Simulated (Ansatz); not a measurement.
Start from `CN([SiH2]O)[SiH2]F` and change one element to get `CN([SiH2]O)[SiH2]Cl`.

Ansatz, PBE0-D4/def2-TZVP geometries, multiplicity 1. Each molecule was computed in one conformer, which needn't be the lowest.

```csv
property,`CN([SiH2]O)[SiH2]F`
HOMO–LUMO gap (PBE0/def2-TZVPP) / eV,8.07
size of the dipole moment (B3LYP/def2-TZVPP) / D,0.57
HOMO energy (B3LYP/def2-TZVPP) / eV,-7.52
HOMO energy (PBE0/def2-TZVPP) / eV,-7.76
HOMO–LUMO gap (B3LYP/def2-TZVPP) / eV,7.55
HOMO–LUMO gap (ωB97M-V/def2-TZVPP) / eV,11.91
```

**Question.** Give the same properties after the change, and the shifts. (Best estimate.)

**Answer.** Ansatz gave: 
```csv
property,`CN([SiH2]O)[SiH2]Cl`,shift
HOMO–LUMO gap (PBE0/def2-TZVPP) / eV,7.75,-0.32
size of the dipole moment (B3LYP/def2-TZVPP) / D,1.87,1.30
HOMO energy (B3LYP/def2-TZVPP) / eV,-7.27,0.25
HOMO energy (PBE0/def2-TZVPP) / eV,-7.50,0.26
HOMO–LUMO gap (B3LYP/def2-TZVPP) / eV,7.28,-0.27
HOMO–LUMO gap (ωB97M-V/def2-TZVPP) / eV,11.68,-0.23
```

With PBE0 the HOMO rises by 0.26 eV and the LUMO falls by 0.06 eV, so the gap narrows by about 0.32 eV. PBE moves the HOMO by 0.24 eV and ωB97M-V by 0.32 eV. Dipoles are sizes alone; their direction can turn.

B3LYP here is the variant with VWN-RPA as its local correlation; programs differ in this.
